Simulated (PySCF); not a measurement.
C4H7, charge -1, singlet, geometry from GFN2-xTB (in this run its highest filled SCF level lies above zero, so its values depend strongly on the basis, on diffuse functions most of all); PySCF with DF-PBE0/cc-pVDZ.

The PySCF input:
```python
from pyscf import gto, scf, dft

mol = gto.M(
    atom='''
C    -0.19024082    0.13060277    1.42330928
C    -0.00498966    0.11664803    0.05908609
H    -0.28744948    1.05632604    1.97577308
H    -0.20755370   -0.77968074    2.01169741
C     0.08676696    1.20492954   -0.78061181
H     0.17732246    1.09117949   -1.85501323
H    -0.03223483    2.21755638   -0.41733078
C     0.10356375   -1.24871026   -0.60034753
H     0.36600386   -2.02101005    0.12619141
H    -0.84814294   -1.53662037   -1.06173446
H     0.86145311   -1.24857125   -1.38819972
''',
    basis='cc-pvdz',
    charge=-1,
    verbose=4,
)

mf = dft.RKS(mol)
mf.xc = 'pbe0'
mf = mf.density_fit(auxbasis='def2-universal-jkfit')
mf.kernel()
```

It wrote (shortened):

```
PySCF version 2.14.0

[INPUT] verbose = 4
[INPUT] num. atoms = 11
[INPUT] num. electrons = 32
[INPUT] charge = -1
[INPUT] spin (= nelec alpha-beta = 2S) = 0
[INPUT] symmetry False subgroup None
[INPUT] Mole.unit = angstrom
[INPUT] Symbol           X                Y                Z      unit          X                Y                Z       unit  Magmom
[INPUT]  1 C     -0.190240820000   0.130602770000   1.423309280000 AA   -0.359503047513   0.246803466410   2.689664729752 Bohr   0.0
[INPUT]  2 C     -0.004989660000   0.116648030000   0.059086090000 AA   -0.009429090855   0.220432829670   0.111656527871 Bohr   0.0
[INPUT]  3 H     -0.287449480000   1.056326040000   1.975773080000 AA   -0.543200791849   1.996166913846   3.733670005488 Bohr   0.0
[INPUT]  4 H     -0.207553700000  -0.779680740000   2.011697410000 AA   -0.392219649140  -1.473383063198   3.801557150397 Bohr   0.0
[INPUT]  5 C      0.086766960000   1.204929540000  -0.780611810000 AA    0.163965791061   2.276986829998  -1.475142530501 Bohr   0.0
[INPUT]  6 H      0.177322460000   1.091179490000  -1.855013230000 AA    0.335090885134   2.062030388843  -3.505466962145 Bohr   0.0
[INPUT]  7 H     -0.032234830000   2.217556380000  -0.417330780000 AA   -0.060915000372   4.190574223982  -0.788640877551 Bohr   0.0
[INPUT]  8 C      0.103563750000  -1.248710260000  -0.600347530000 AA    0.195707123933  -2.359720400334  -1.134492411259 Bohr   0.0
[INPUT]  9 H      0.366003860000  -2.021010050000   0.126191410000 AA    0.691647055934  -3.819155489494   0.238467204173 Bohr   0.0
[INPUT] 10 H     -0.848142940000  -1.536620370000  -1.061734460000 AA   -1.602757871083  -2.903791656728  -2.006387346413 Bohr   0.0
[INPUT] 11 H      0.861453110000  -1.248571250000  -1.388199720000 AA    1.627910447055  -2.359457709506  -2.623317276998 Bohr   0.0

nuclear repulsion = 112.850406460393
number of shells = 41
number of NR pGTOs = 153
number of NR cGTOs = 91
basis = cc-pvdz
ecp = {}

******** <class 'pyscf.df.df_jk.DFRKS'> ********
method = DFRKS
initial guess = minao
damping factor = 0
level_shift factor = 0
DIIS = <class 'pyscf.scf.diis.CDIIS'>
diis_start_cycle = 1
diis_space = 8
diis_damp = 0
SCF conv_tol = 1e-09
SCF conv_tol_grad = None
SCF max_cycles = 50
direct_scf = False
XC library pyscf.dft.libxc version 7.1.2
    S. Lehtola, C. Steigemann, M. J. T. Oliveira, and M. A. L. Marques,  SoftwareX 7, 1–5 (2018)
XC functionals = pbe0
    C. Adamo and V. Barone,  J. Chem. Phys. 110, 6158 (1999)
    M. Ernzerhof and G. E. Scuseria,  J. Chem. Phys. 110, 5029 (1999)
radial grids:
    Treutler-Ahlrichs [JCP 102, 346 (1995); DOI:10.1063/1.469408] (M4) radial grids

becke partition: Becke, JCP 88, 2547 (1988); DOI:10.1063/1.454033
pruning grids: <function nwchem_prune>
grids dens level: 3
symmetrized grids: False
atomic radii adjust function: <function treutler_atomic_radii_adjust>
small_rho_cutoff = 0
Set gradient conv threshold to 3.16228e-05
Initial guess from minao.
tot grids = 125128
******** <class 'pyscf.df.df.DF'> ********
auxbasis = def2-universal-jkfit
init E= -156.632704718772
  HOMO = -0.202199469149931  LUMO = -0.0226934026130721  gap/eV = 4.88461
cycle= 1 E= -156.258784397327  delta_E= 0.374  |g|= 0.611  |ddm|= 3.08
  HOMO = 0.201625799457636  LUMO = 0.275993372406836  gap/eV = 2.02364
cycle= 2 E= -156.231113041969  delta_E= 0.0277  |g|= 0.704  |ddm|=  2.1
  HOMO = 0.0825929847037492  LUMO = 0.254412034894303  gap/eV = 4.67543
cycle= 3 E= -156.37617893552  delta_E= -0.145  |g|= 0.0464  |ddm|= 1.18
  HOMO = 0.0811729524564462  LUMO = 0.253839558761189  gap/eV = 4.69850
cycle= 4 E= -156.376516801652  delta_E= -0.000338  |g|= 0.0275  |ddm|= 0.0592
  HOMO = 0.0804926210568508  LUMO = 0.253420785309828  gap/eV = 4.70562
cycle= 5 E= -156.376699534837  delta_E= -0.000183  |g|= 0.00381  |ddm|= 0.0269
  HOMO = 0.0802972233519337  LUMO = 0.253619049471519  gap/eV = 4.71633
cycle= 6 E= -156.376703194542  delta_E= -3.66e-06  |g|= 0.000874  |ddm|= 0.00448
  HOMO = 0.0802954706726124  LUMO = 0.253586075139893  gap/eV = 4.71548
cycle= 7 E= -156.376703351291  delta_E= -1.57e-07  |g|= 0.000455  |ddm|= 0.00147
  HOMO = 0.0803023012555575  LUMO = 0.253574448173598  gap/eV = 4.71498
cycle= 8 E= -156.376703410485  delta_E= -5.92e-08  |g|= 5.57e-05  |ddm|= 0.000546
  HOMO = 0.0803051653860916  LUMO = 0.253575141722264  gap/eV = 4.71492
cycle= 9 E= -156.376703411352  delta_E= -8.68e-10  |g|= 1.11e-05  |ddm|= 7.77e-05
  HOMO = 0.0803081798538243  LUMO = 0.253575911876128  gap/eV = 4.71486
Extra cycle  E= -156.376703411358  delta_E= -5.06e-12  |g|= 1.12e-05  |ddm|= 3.11e-05
converged SCF energy = -156.376703411358
```
